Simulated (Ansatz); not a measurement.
**Reading a saddle point**

A first-order saddle point of BAsNH$_{7}$O$_{2}$, closed shell, PBE0-D4/def2-TZVP, with one imaginary mode of 491i cm⁻¹:

```xyz
12
angstrom
B -0.0780 -0.6854 -0.7128
N 1.1716 0.1980 -0.4722
O -0.5485 -0.5891 -1.9731
O -0.3689 -1.7018 0.1348
H 0.6423 0.8570 0.2348
As -1.3082 1.2966 1.1720
H 1.9595 -0.2837 -0.0449
H 1.4653 0.7079 -1.3021
H -1.3474 -1.1062 -2.1096
H -0.3239 -1.4320 1.0597
H -0.9309 0.3721 2.3417
H -0.3329 2.3665 1.6715
```

Computed with Ansatz 0.2.0 (basis: def2-TZVPP and def2-QZVPP); correlated methods freeze the cores. Filled d shells of the heavier atoms are correlated. The def2 sets are not built for correlating such inner shells, so the correlated values are less sure here. Extrapolation: Hartree–Fock as exp(−7.88 √X), correlation as X^−2.97.

(1) Which contacts change along the imaginary mode, and what lies on either side? (A judgement: the text doesn't fix the answer.)

(2) Which side is lower, and how far does the saddle lie above each? (To be estimated.)

The T1 diagnostic stays at or below 0.013.

Results:

(1) By the calculation: The step is BNH₄O₂ ([NH2][B]([OH])[OH]) + AsH₃ → BAsH₄O₂ ([OH][B]([OH])[AsH2]) + NH₃ (still joined by a long B–N bond), with the molecules in contact on both sides. Shortening one way: B1–As6, N2–H5; lengthening the same way: B1–N2, H5–As6.
```
  pair  one side (Å)  saddle (Å)  other side (Å)
B1–As6          3.89        3.00            2.14
 N2–H5          5.53        1.10            1.01
 B1–N2          1.41        1.55            1.66
H5–As6          1.52        2.21            3.15
```

(2) By the calculation: The side with B1–N2, H5–As6 short is lower by 0.708 eV; the saddle lies 1.831 eV above it and 1.124 eV above the other (CCSD(T) at an estimated basis limit (MP2 extrapolated from triple and quadruple zeta, plus CCSD(T) − MP2 in triple zeta); electronic energies).

Labels in which every atom is bracketed show which atoms are joined, not bond orders.

For scale, one of the runs: CCSD(T)/def2-TZVPP, 270 basis functions, launched by `ansatz run in.yaml --threads 8 --pin off --events-out ev --progress --plain --max-ram 19148MiB`. Time: 3.6 min of wall clock on 8 CPU threads of an Arm Neoverse V1; the host was shared. Peak host memory: 7.6 GiB.
